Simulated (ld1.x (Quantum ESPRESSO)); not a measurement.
Ga (Z = 31), PAW: configuration errors across variants

- Element: gallium
- Generator: ld1.x (Quantum ESPRESSO) 7.5
- Type: PAW
- Functional: PBE
- Relativity: scalar-relativistic
- Frozen core: [Ar] 3d10
- Valence charge: 3
- Reference configuration: 4s2 4p1
- Partial waves: 4s (bound): rcut 1.60, rcutus 1.85 bohr; 4s channel at 0.55 Ry: rcut 1.60, rcutus 1.85 bohr; 4p (bound): rcut 2.15, rcutus 2.40 bohr; 4p channel at 4.15 Ry: rcut 2.15, rcutus 2.40 bohr; 4d channel at 0.15 Ry: rcut 1.70, rcutus 2.35 bohr; 4d channel at 2.65 Ry: rcut 1.70, rcutus 2.35 bohr
- Local potential: all-electron potential smoothed inside 1.75 bohr (lloc = -1)
- Core correction: Bessel-smoothed model core, default radius (core density twice the valence density)
- Augmentation charge: PSQ, inside the norm-conserving radii

All-electron excitation energies from the reference (eV): (1) 4s2 4p0 5.688; (2) 4s1 4p0 26.816; (3) 4s2 4p0.5 2.030; (4) 4s2 4p1.3 -0.534; (5) 4s0 4p3 13.371; (6) 4s1 4p1 13.060; (7) 4s1 4p2 6.538.

The overlap operator is not positive definite (basis up to 400 Ry) in “waves 4d channel at 0.15 Ry: rcut 1.70, rcutus 3.52 bohr; 4d channel at 2.65 Ry: rcut 1.70, rcutus 3.52 bohr”. Such files are unfit for use, however small their errors in these radial tests.

A true bound ghost makes a file unfit for plane-wave use even where its test errors are small: the radial tests pick states by their node count and pass the ghost by.

Errors AE − PS in meV (a dash: test not solved or not reliable):

```csv
change,(1),(2),(3),(4),(5),(6),(7),bound ghosts
base,-13,-204,-2.0,-0.1,-73,-56,-19,none
"waves 4d channel at 0.15 Ry: rcut 1.60, rcutus 1.70 bohr; 4d channel at 2.65 Ry: rcut 1.60, rcutus 1.70 bohr",-13,-204,-2.0,-0.1,-73,-56,-19,d
"waves 4d channel at 0.15 Ry: rcut 1.70, rcutus 2.04 bohr; 4d channel at 2.65 Ry: rcut 1.70, rcutus 2.04 bohr",-13,-204,-2.0,-0.1,-73,-56,-19,d
"waves 4d channel at 0.15 Ry: rcut 1.70, rcutus 2.14 bohr; 4d channel at 2.65 Ry: rcut 1.70, rcutus 2.14 bohr",-13,-204,-2.0,-0.1,-73,-56,-19,d
"waves 4d channel at 0.15 Ry: rcut 1.70, rcutus 2.48 bohr; 4d channel at 2.65 Ry: rcut 1.70, rcutus 2.48 bohr",-13,-204,-2.0,-0.1,-73,-56,-19,none
"waves 4d channel at 0.15 Ry: rcut 1.70, rcutus 2.60 bohr; 4d channel at 2.65 Ry: rcut 1.70, rcutus 2.60 bohr",-13,-204,-2.0,-0.1,-73,-56,-19,none
"waves 4d channel at 0.15 Ry: rcut 1.70, rcutus 2.86 bohr; 4d channel at 2.65 Ry: rcut 1.70, rcutus 2.86 bohr",-13,-204,-2.0,-0.1,-73,-56,-19,none
"waves 4d channel at 0.15 Ry: rcut 1.70, rcutus 3.06 bohr; 4d channel at 2.65 Ry: rcut 1.70, rcutus 3.06 bohr",-13,-204,-2.0,-0.1,-73,-56,-19,none
"waves 4d channel at 0.15 Ry: rcut 1.70, rcutus 3.34 bohr; 4d channel at 2.65 Ry: rcut 1.70, rcutus 3.34 bohr",-13,-204,-2.0,-0.1,-73,-56,-19,none
"waves 4d channel at 0.15 Ry: rcut 1.70, rcutus 3.52 bohr; 4d channel at 2.65 Ry: rcut 1.70, rcutus 3.52 bohr",-13,-204,-2.0,-0.1,-73,-56,-19,not determined (overlap not positive)
```

**Question.** Give the same row for: waves 4d channel at 0.15 Ry: rcut 1.50, rcutus 1.58 bohr; 4d channel at 2.65 Ry: rcut 1.50, rcutus 1.58 bohr.

**Answer.** -13, -204, -2.0, -0.1, -73, -56, -19; bound ghosts: d.
